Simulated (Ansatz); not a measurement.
Isomers of C₂H₄SSi, relaxed with PBE0-D4/def2-TZVP in Ansatz; electronic energies, one conformer each and not always the lowest. Functionals use def2-TZVPP; CBS adds triple-zeta CCSD(T) − MP2 to the MP2 limit of def2-TZVPP and def2-QZVPP.

Problem. Order them by energy at frozen-core CCSD(T)/CBS, lowest first. (Estimate.)
A. `C1=CS[SiH2]1`
B. `[SiH3]C#CS`
C. `[SiH3]C1=CS1`
D. `C=C1[SiH2]S1`
E. `S[SiH]1C=C1`
F. `S=C1C[SiH2]1`
G. `C#CS[SiH3]`
H. `SC1=C[SiH2]1`

Solution. A (0.0 kcal/mol), D (11.5 kcal/mol), E (14.7 kcal/mol), G (26.5 kcal/mol), B (31.0 kcal/mol), H (34.7 kcal/mol), F (42.3 kcal/mol), C (48.8 kcal/mol).

Problem. How do ωB97M-V, B2PLYP, PBE0-D4, B3LYP place them (kcal/mol, against `C1=CS[SiH2]1`)? (Estimate.)

Solution. The calculation gave: 
```json
{"isomer": "`SC1=C[SiH2]1`", "ωB97M-V": "33.5", "B2PLYP": "33.0", "PBE0-D4": "33.4", "B3LYP": "31.8"}
{"isomer": "`C#CS[SiH3]`", "ωB97M-V": "27.5", "B2PLYP": "24.0", "PBE0-D4": "30.4", "B3LYP": "23.7"}
{"isomer": "`C=C1[SiH2]S1`", "ωB97M-V": "11.7", "B2PLYP": "10.2", "PBE0-D4": "10.6", "B3LYP": "9.0"}
{"isomer": "`[SiH3]C1=CS1`", "ωB97M-V": "49.6", "B2PLYP": "47.6", "PBE0-D4": "51.2", "B3LYP": "46.7"}
{"isomer": "`S[SiH]1C=C1`", "ωB97M-V": "13.8", "B2PLYP": "14.5", "PBE0-D4": "14.9", "B3LYP": "13.8"}
{"isomer": "`S=C1C[SiH2]1`", "ωB97M-V": "41.9", "B2PLYP": "40.2", "PBE0-D4": "41.4", "B3LYP": "38.8"}
{"isomer": "`[SiH3]C#CS`", "ωB97M-V": "32.0", "B2PLYP": "27.4", "PBE0-D4": "35.0", "B3LYP": "26.6"}
```

B3LYP here is the variant with VWN-RPA as its local correlation; programs differ in this.
